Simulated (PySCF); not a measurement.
## C₆ coefficients of unlike pairs at PBE

Calculated with PySCF 2.14 from the dipole response of each species, C₆(A,B) = (3/π) ∫ α_A(iu) α_B(iu) du, in atomic units, from isotropic polarisabilities. For ions this is the dispersion term alone; charge-induced terms of lower order in 1/R come first.

| species | configuration | basis | relativity | α (bohr³) | C₆ (like pair) |
| --- | --- | --- | --- | --- | --- |
| Zn(3+) | [Ar] 3d9 (2D) | aug-cc-pVTZ-DK (8s7p5d3f2g) | spin-free X2C | 1.558 | 3.572 |
| Pt | [Xe] 4f14 5d9 6s1 (3D) | aug-cc-pVTZ-PP with ECP60MDF (6s6p5d3f2g) | core potential | 38.87 | 373.0 |
| Rh(3+) | [Kr] 4d6 (5D) | def2-QZVPPD with the def2 core potential (28 electrons) (7s5p4d4f2g) | core potential | 4.765 | 21.66 |
| Kr+ | [Ar] 3d10 4s2 4p5 (2P) | x2c-QZVPPall with one added diffuse shell each of s, p, d, f type (12s9p6d5f1g) | spin-free X2C | 11.00 | 68.22 |

(1) Estimate C₆ for Kr+ with Zn(3+).

No spin-orbit coupling is included.

The other pairs:

```tsv
pair	C₆
Kr+, Rh(3+)	37.10
Rh(3+), Zn(3+)	8.554
Rh(3+), Pt	79.24
Kr+, Pt	153.1
Pt, Zn(3+)	28.90
```

## Answers

(1) The integral gives 13.93. The combination rule 2 C_A C_B / (C_A α_B/α_A + C_B α_A/α_B) gives 13.97 and the geometric mean 15.61.
